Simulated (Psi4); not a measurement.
Psi4 input (wB97X-D/6-311+G**):

```
memory 1500 MB

molecule {
0 2
C    -1.61285900    0.83703900    0.45638300
O    -0.85301100   -0.36059200    0.28809500
B     0.43433500   -0.30838900   -0.11807500
O     1.14566300   -1.47371500   -0.27304900
O     1.07816900    0.87513100   -0.38853100
H    -1.15940100    1.48397800    1.20900800
H    -1.68949700    1.38551900   -0.48377300
H    -2.60634400    0.53934500    0.78480900
H     1.99415400    0.78427800   -0.67008800
symmetry c1
no_reorient
no_com
}

set {
  basis 6-311+G**
  reference uks
  scf_type df
  df_basis_scf def2-universal-jkfit
  dft_radial_points 99
  dft_spherical_points 590
  e_convergence 1e-8
  d_convergence 1e-7
  maxiter 150
}

e = energy('wb97x-d')
print_out(f'\nFINAL {e:.10f} DIPOLE {variable("CURRENT DIPOLE")[0]:.6f} {variable("CURRENT DIPOLE")[1]:.6f} {variable("CURRENT DIPOLE")[2]:.6f}\n')
```

From the output:

```
              A
    DOCC [    19 ]
    SOCC [     1 ]
    NA   [    20 ]
    NB   [    19 ]

  @DF-UKS Final Energy:  -291.07481780371438

   => Energetics <=

    Nuclear Repulsion Energy =            165.3860908318933696
    One-Electron Energy =                -726.1134876186845304
    Two-Electron Energy =                 295.2566662521803664
    DFT Exchange-Correlation Energy =     -25.6018663050728499
    Empirical Dispersion Energy =          -0.0022209640307738
    VV10 Nonlocal Energy =                  0.0000000000000000
    Total Energy =                       -291.0748178037143816

  UHF NO Occupations:
  HONO-2 :   18  A 1.9994982
  HONO-1 :   19  A 1.9987305
  HONO-0 :   20  A 1.0000000
  LUNO+0 :   21  A 0.0012695
  LUNO+1 :   22  A 0.0005018
  LUNO+2 :   23  A 0.0002612
  LUNO+3 :   24  A 0.0001855

Computation Completed

Properties will be evaluated at   0.000000,   0.000000,   0.000000 [a0]

Properties computed using the SCF density matrix

 Multipole Moments:

 ------------------------------------------------------------------------------------
     Multipole            Electronic (a.u.)      Nuclear  (a.u.)        Total (a.u.)
 ------------------------------------------------------------------------------------

 L = 1.  Multiply by 2.5417464519 to convert [e a0] to [Debye]
 Dipole X            :         -0.0893814            0.0000019           -0.0893795
 Dipole Y            :          0.9034974            0.0000019            0.9034993
 Dipole Z            :         -0.0245591           -0.0000019           -0.0245610
 Magnitude           :                                                    0.9082417

 ------------------------------------------------------------------------------------

FINAL -291.0748178037 DIPOLE -0.089380 0.903499 -0.024561

*** Psi4 exiting successfully. Buy a developer a beer!
```

The geometry given is a B3LYP-D3(BJ)/def2-TZVP minimum.
